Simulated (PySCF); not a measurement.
**Frontier orbitals and the lowest excitations**

C4H11NOSi2.
SMILES with atom numbers: `[CH3:1][C@@H:2]([C:3]#[N:4])[O:5][SiH2:6][CH2:7][SiH3:8]` (hydrogens: H9, H10, H11 on C1; H12 on C2; H13, H14 on Si6; H15, H16 on C7; H17, H18, H19 on Si8)

Structure used (PBE0-D3(BJ)/def2-SVP), in Å, numbered top down from 1:
```xyz
19
C4H11NOSi2 angstrom
C     -2.9062   -0.0675   -0.0969
C     -1.5805    0.6787   -0.1511
C     -1.5538    1.7753    0.8355
N     -1.5389    2.6331    1.6108
O     -0.5017   -0.1712    0.1064
Si     0.5026   -0.8976   -1.0274
C      2.1209   -1.1791   -0.1565
Si     2.6571    0.3135    0.8739
H     -3.7514    0.6157   -0.2631
H     -3.0228   -0.5487    0.8841
H     -2.9207   -0.8442   -0.8750
H     -1.4741    1.1600   -1.1445
H      0.6452    0.0479   -2.1808
H     -0.1138   -2.1663   -1.5236
H      2.0402   -2.0600    0.5022
H      2.8943   -1.4078   -0.9097
H      2.4800    1.5666    0.0773
H      1.8485    0.4077    2.1219
H      4.1023    0.1871    1.2376
```

Method used: TDDFT B3LYP/def2-SVPD, vertical, gas phase, core orbitals frozen in the response (PySCF 2.14.0, density-fitted response routines).

Kohn–Sham orbitals with the atoms that hold most of them (Löwdin shares over 4%, at most four atoms; ? is withheld):

| orbital | ε (eV) | atoms |
| --- | --- | --- |
| LUMO+2 | 0.09 | Si6 16%, C3 10%, N4 10%, C1 8% |
| LUMO+1 | -0.09 | Si8 12%, Si6 12%, N4 11%, C3 9% |
| LUMO | -0.45 | ? |
| HOMO | -8.38 | O5 34%, Si6 15%, H14 13%, C7 10% |
| HOMO-1 | -8.79 | ? |
| HOMO-2 | -9.15 | Si8 23%, H19 13%, H18 12%, N4 10% |
| HOMO-3 | -9.22 | Si8 28%, H17 21%, C7 16%, H18 8% |

Task: Give the leading atoms of the HOMO-1.

Result: O5 (bonded to C and Si) 19%; C7 (bonded to 2 Si and 2 H) 18%; Si8 (bonded to C and 3 H) 13%; Si6 (bonded to C, O and 2 H) 11%. By element: silicon 24%, oxygen 19%, carbon 18% or more.

Task: Which atoms hold the LUMO, and with what shares?

Result: Si6 (bonded to C, O and 2 H) 19%; C3 (bonded to C and N) 10%; N4 (bonded to C) 10%; C2 (bonded to 2 C, O and H) 10%. By element: carbon 20% or more, silicon 19% or more, nitrogen 10%.

Task: How does S1 compare with the orbital gap of 7.93 eV?

Result: S1 is at 6.89 eV (f = 0.0051), 1.04 eV below the gap, made of HOMO→LUMO (93%). Without the coupling terms of the response equations the lowest excitation would equal the gap.

Next come S2 at 7.28 eV (f 0.0086), HOMO→LUMO+1 (30%), HOMO-1→LUMO (17%), HOMO-2→LUMO (8%); S3 at 7.38 eV (f 0.0097), HOMO→LUMO+1 (51%), HOMO-1→LUMO (34%); S4 at 7.53 eV (f 0.056), HOMO→LUMO+2 (30%), HOMO-1→LUMO (28%), HOMO→LUMO+1 (11%); S5 at 7.60 eV (f 0.0096), HOMO→LUMO+2 (43%), HOMO-4→LUMO (16%), HOMO-2→LUMO (9%).

One conformer stands for the species.
